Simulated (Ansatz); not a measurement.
`CBC1=CB1` + `C=N` → `C=NBC` + `B1C=C1` at 500 K and 1 bar (ligand exchange at a B–C bond).

Isolated molecules relaxed with PBE0-D4/def2-TZVP in Ansatz; ΔE leaves out vibrations. CBS: MP2 limit from def2 TZ/QZ plus the TZ coupled-cluster correction, frozen cores. This one scheme is used for every species. Each species was taken in one conformer, which may not be the lowest.

```csv
species,CCSD(T)/CBS energy (Eh),H − E (kJ/mol),S (J/(mol·K))
`CBC1=CB1`,-167.30439,258.5,388.2
`C=N`,-94.52360,124.2,249.5
`C=NBC`,-159.21633,247.9,352.8
`B1C=C1`,-102.63332,133.7,271.4
```

H − E and S are ideal-gas, rigid-rotor, harmonic terms from PBE0-D4/def2-TZVP, for one conformer and one mirror image of each species. 1 Eh = 2625.50 kJ/mol, R = 8.31446 J/(mol·K).

**Question.** By hand: ΔE, ΔH, ΔS and ΔG.

**Answer.** ΔE = (-159.21633) + (-102.63332) − (-167.30439) − (-94.52360) = -0.02166 Eh = -56.9 kJ/mol. Δ(H − E) = 247.9 + 133.7 − 258.5 − 124.2 = -1.1, so ΔH = -58.0 kJ/mol. ΔS = 352.8 + 271.4 − 388.2 − 249.5 = -13.5 J/(mol·K). ΔG = -58.0 − 500 × (-13.5)/1000 = -51.2 kJ/mol.

**Question.** By hand: the equilibrium constant, and the temperature at which ΔG would vanish if ΔH and ΔS stayed fixed.

**Answer.** log₁₀ K = −ΔG/(RT ln 10) = 5.3. ΔG = 0 at ΔH/ΔS = 4296 K, far beyond where these terms or the molecules hold.

The number of gas molecules stays the same, so ΔS is small and ΔH decides. A doubt of 5 kJ/mol in ΔE shifts log₁₀ K by 0.5 here. Other conformers and mirror images would add mixing entropy, several J/(mol·K) or more a flexible species. These are equilibria of isolated gas molecules and say nothing of rates. Largest T1 diagnostic: 0.014 (customary marks: 0.02 for closed shells, 0.045 for open ones).
